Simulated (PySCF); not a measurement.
Correlation energy of Kr (krypton, neutral)

[Ar] 3d10 4s2 4p5 5s1, high-spin 3P determinant (an excited configuration). Computed with PySCF 2.14 in aug-cc-pVTZ-PP with one added diffuse shell each of s, d, f type with ECP10MDF (7s5p5d3f, 68 functions), with a scalar-relativistic core potential. Frozen: 3s2 3p6 3d10; 8 electrons correlated.

| level | correlation energy (mhartree) |
| --- | --- |
| CCSD | -172.97 |
| (T) | -5.40 |
| CCSD(T) | -178.37 |

Diagnostics: T1 = 0.021, D1 = 0.0794, largest double amplitude 0.033.

Task: Is a single reference adequate?

Result: Yes, within this model without spin-orbit coupling: T1 lies below 0.03 and no double amplitude reaches 0.07.
